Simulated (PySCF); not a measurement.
Zn(OH)(OSiH3) (H₄O₂SiZn), SMILES [Zn]([O][SiH3])[OH]. Heavy atoms are numbered as in [Zn:1]([OH:2])[O:4][SiH3:5]. Hydrogens are named by the atom that carries them.

Geometry: PBE0-D3(BJ)/def2-SVP. The structure was generated by enumeration; whether it is a known compound was not checked. One conformer was computed; it need not be the lowest.

The numbers are results of PBE/pcSseg-1 in PySCF, not measurements.

GIAO shieldings, no solvent; atoms alike by connectivity are averaged. δ = σ(ref) − σ: ¹⁷O against H2O (σ = 334.3 ppm); ¹H against TMS (σ = 31.49 ppm); ²⁹Si against TMS (σ = 335.4 ppm), references at their B3LYP-D3(BJ)/def2-TZVP geometries, non-relativistic.

Task: Estimate the chemical shifts. (The exact figures need the calculation; the answer reports its results.)

Result: 
| nucleus | atoms | count | δ (ppm) |
|---|---|---|---|
| ¹⁷O | O4 | 1 | 1.3 |
| ¹⁷O | O2 (OH) | 1 | -17.7 |
| ¹H | H on Si5 | 3 | 5.76 |
| ¹H | H on O2 | 1 | 0.48 |
| ²⁹Si | Si5 (SiH3) | 1 | -35.1 |
